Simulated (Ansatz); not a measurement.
The same path of C$_{4}$H$_{4}$Se (9 atoms, charge 0, multiplicity 1) was run twice with different band settings. Lost on the way: C1–H6. Made: C3–H6.

Computed with RHF/def2-SVP (Ansatz 0.2.0).

Relaxed end points:

```xyz
9
Properties=species:S:1:pos:R:3
C -0.076 -1.903 0.429
C 0.668 -0.993 -0.184
C 0.331 0.403 -0.285
C 0.066 1.566 -0.377
Se -0.267 3.364 -0.576
H -1.014 -1.650 0.906
H 0.241 -2.937 0.469
H 1.603 -1.281 -0.652
H -1.463 3.385 0.253
```

```xyz
9
Properties=species:S:1:pos:R:3
C 0.143 -2.345 0.148
C 0.541 -0.998 -0.034
C -0.317 -0.043 0.448
C -0.191 1.351 0.458
Se -0.800 2.391 -0.857
H -1.201 -0.408 0.973
H 0.882 -2.998 -0.339
H 1.451 -0.671 -0.535
H -0.420 3.675 -0.280
```

Common settings: climbing image yes; spring 5.0 eV/Å²; optimiser quadratic models (default); start path through a guess of the saddle point; force threshold 0.05 eV/Å; iteration limit 60; end points relaxed.

| run | movable images |
| --- | --- |
| 1 | 9 |
| 2 | 1 |

Problem. What does each run give, and how far can it be trusted?

Solution. Run 1: converged after 32 iterations, highest image 5.013 eV above the first end. Neighbouring images differ by up to 2.3 eV, so the band resolves the path poorly. A vibrational analysis at the climbing image gives one clearly imaginary mode, 1613i cm⁻¹: a first-order saddle point.
Run 2: converged after 52 iterations, highest image 5.016 eV above the first end. Neighbouring images differ by up to 5.0 eV, so the band resolves the path poorly. Another band between the same ends (9 images) ends at a top of the same energy, where a vibrational analysis finds 1 clearly imaginary mode. So few images can step over the top or miss a turn of the path.
The orbitals stay closed-shell, which can raise the energy where a bond breaks towards radicals; this wasn't checked here.
